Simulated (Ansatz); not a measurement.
Species: C₂H₇Si, charge 0, multiplicity 2. SMILES: [SiH3]C[CH2]
Geometry from a B3LYP-D3(BJ)/def2-TZVP (Ansatz, an electronic-structure program) optimisation:
```xyz
10

C     -1.5860     0.4710     0.5484
C     -0.7062     0.1590    -0.5942
Si     1.0434    -0.2874     0.0101
H     -2.0984    -0.3170     1.0820
H     -1.6067     1.4642     0.9743
H     -0.6042     1.0075    -1.2773
H     -1.0735    -0.6927    -1.1744
H      0.9766    -1.4680     0.9029
H      1.6172     0.8527     0.7625
H      1.9344    -0.6028    -1.1370
```
Charge 0, spin multiplicity 2.

Wanted: atomisation energy, in kcal/mol. Terms: dispersion terms only where a functional's name holds one; non-relativistic; UHF or UKS for open shells; no spin-orbit coupling; six Cartesian d functions in 6-31G* and its kin unless marked 5d; frozen cores in correlated levels; atomisation electronic, to ground-state atoms. CBS(X,Y): correlation extrapolated as X^-3; Hartree-Fock from the larger set. First-principles rows: single points at B3LYP-D3(BJ) geometries (Ansatz).

```json
[
 {"species": "[CH2]C[SiH3]", "coefficient": "-1", "E at PBE/6-31G* (Ansatz), Eh": "-369.54867", "E at B3LYP/def2-TZVPD (Ansatz), Eh": "-369.91779"},
 {"species": "C atom", "coefficient": "+2", "E at PBE/6-31G* (Ansatz), Eh": "-37.78288", "E at B3LYP/def2-TZVPD (Ansatz), Eh": "-37.85953"},
 {"species": "H atom", "coefficient": "+7", "E at PBE/6-31G* (Ansatz), Eh": "-0.49743", "E at B3LYP/def2-TZVPD (Ansatz), Eh": "-0.50215"},
 {"species": "Si atom", "coefficient": "+1", "E at PBE/6-31G* (Ansatz), Eh": "-289.20204", "E at B3LYP/def2-TZVPD (Ansatz), Eh": "-289.39218"}
]
```

Coupled cluster (Ansatz) is a level with limits of its own, used here on species with T1 under 0.025 (0.045 for open shells) and stable references: CCSD(T)/CBS(aug-cc-pV(T+d)Z,aug-cc-pV(Q+d)Z). Value to compare with, CCSD(T)/CBS(aug-cc-pV(T+d)Z,aug-cc-pV(Q+d)Z) (Ansatz): 813.5 kcal/mol. 1 Eh = 627.5095 kcal/mol.

Problem. Work the quantity out at each level, and compare with CCSD(T)/CBS(aug-cc-pV(T+d)Z,aug-cc-pV(Q+d)Z) (Ansatz).

Solution. 
- PBE/6-31G*: the sum of coefficient times E is 1.29886 Eh, or 815.05 kcal/mol. Result: 815.0 kcal/mol. Its difference against CCSD(T)/CBS(aug-cc-pV(T+d)Z,aug-cc-pV(Q+d)Z) (Ansatz) is 1.5 kcal/mol.
- B3LYP/def2-TZVPD: the sum of coefficient times E is 1.29150 Eh, or 810.43 kcal/mol. Result: 810.4 kcal/mol. Its difference against CCSD(T)/CBS(aug-cc-pV(T+d)Z,aug-cc-pV(Q+d)Z) (Ansatz) is -3.1 kcal/mol.
